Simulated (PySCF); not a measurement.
**Two-component Hartree-Fock for Ga³⁺ (gallium, charge +3)**

Start: [Ar] 3d9 4p1; 3d3/2 filled at m_j = -3/2, -1/2, +1/2, +3/2; 3d5/2 filled at m_j = -3/2, -1/2, +1/2, +3/2, +5/2; 4p3/2 filled at m_j = +3/2. Calculated with PySCF 2.14 in x2c-TZVPall-2c (6s7p4d1f, 54 functions): generalised Hartree-Fock with the X2C-1e Hamiltonian and a Gaussian nucleus; one run each with spin-orbit coupling (SO) switched off, then screened by Boettger's factors. This is a chosen level, not necessarily the ground level.

```csv
spinor shell,electrons,"ε, spin-free (eV)","ε, screened SO (eV)",weight of nominal j (screened SO),"rms radius, screened SO (bohr)"
1s1/2,2,-10488.7,-10488.5,1.000,0.0560
2s1/2,2,-1388.8,-1388.8,1.000,0.235
2p1/2,2,-1210.7,-1230.0,0.999,0.209
3s1/2,2,-223.98,-223.99,1.000,0.693
3p1/2,2,-167.76,-171.67,0.959,0.719
3p3/2,4,-167.76,-165.88,0.979,0.729
3d3/2,4,-76.818,-77.620,0.832,0.825
3d5/2,5,-76.818,-76.243,0.865,0.833
4p3/2,1,-34.145,-34.048,1.000,2.41
```

Problem. Where does 2p3/2 lie, and what is the 2p spin-orbit splitting (screened SO)?

Solution. At -1201.3 eV, 28.665 eV above 2p1/2.

```json
{"quantity": "E (hartree)", "spin-free": "-1939.16736", "screened SO": "-1939.23375"}
{"quantity": "M_J", "spin-free": "4", "screened SO": "4"}
{"quantity": "⟨J²⟩", "spin-free": "20.002", "screened SO": "20.002"}
{"quantity": "⟨L²⟩", "spin-free": "12.002", "screened SO": "12.004"}
{"quantity": "⟨S²⟩", "spin-free": "2.000", "screened SO": "2.002"}
```

Each row is a mean over spinors that exchange with the open shell spreads, by up to 9.157 eV (3p3/2).

Rows whose weight is well below 1 are mixtures of j = l ± 1/2: exchange outweighs spin-orbit coupling there, and the label is only the starting occupation.

Without spin-orbit coupling the j labels of p, d and f shells carry no meaning; the spin-free column gives the mean over the occupied spinors of each nl shell.
